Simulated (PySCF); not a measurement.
# SMILES [BH3-][NH2+][C@H]1C[C@H]1CF, C$_{4}$H$_{11}$BFN

Geometry:
| atom | x (Å) | y (Å) | z (Å) |
| --- | --- | --- | --- |
| B1 | 1.947 | 0.495 | 0.584 |
| N2 | 0.901 | 0.614 | -0.702 |
| C3 | -0.022 | -0.470 | -1.008 |
| C4 | -0.312 | -1.538 | 0.000 |
| C5 | -1.364 | -0.517 | -0.322 |
| C6 | -1.697 | 0.547 | 0.688 |
| F7 | -1.930 | 1.750 | 0.040 |
| H8 | 2.547 | -0.522 | 0.437 |
| H9 | 1.306 | 0.517 | 1.591 |
| H10 | 2.637 | 1.461 | 0.477 |
| H11 | 1.533 | 0.753 | -1.482 |
| H12 | 0.393 | 1.484 | -0.556 |
| H13 | -0.004 | -0.768 | -2.051 |
| H14 | -0.450 | -2.549 | -0.348 |
| H15 | 0.191 | -1.456 | 0.949 |
| H16 | -2.209 | -0.827 | -0.926 |
| H17 | -2.611 | 0.312 | 1.240 |
| H18 | -0.867 | 0.719 | 1.379 |

Computed, not measured: TDDFT CAM-B3LYP/def2-SVPD circular dichroism and optical rotation, one conformer, gas phase (PySCF). Geometry: GFN2-xTB.

The molecule is flexible and this is one conformer; a measurement averages over conformers.

Draw the ECD and absorption spectra from the lowest 8 states, each a Gaussian of half-width 0.35 eV at 1/e height.


```
E (eV)  λ (nm)  Δε (L mol⁻¹ cm⁻¹)  ε (L mol⁻¹ cm⁻¹)
  6.78     183              +0.21               176
  6.88     180              +0.36               389
  6.98     178              +0.48               732
  7.08     175              +0.45              1180
  7.18     173              +0.15              1620
  7.28     170              -0.42              1910
  7.38     168              -1.11              1930
  7.48     166              -1.70              1680
  7.58     164              -2.07              1310
  7.68     161              -2.20              1030
  7.78     159              -2.22              1050
  7.88     157              -2.29              1500
  7.98     155              -2.59              2410
  8.08     153              -3.13              3620
  8.18     152              -3.71              4800
  8.28     150              -3.90              5510
```
Δε uses R in velocity form, ε uses f in length form. Only the states computed contribute, so the short-wavelength end is incomplete.
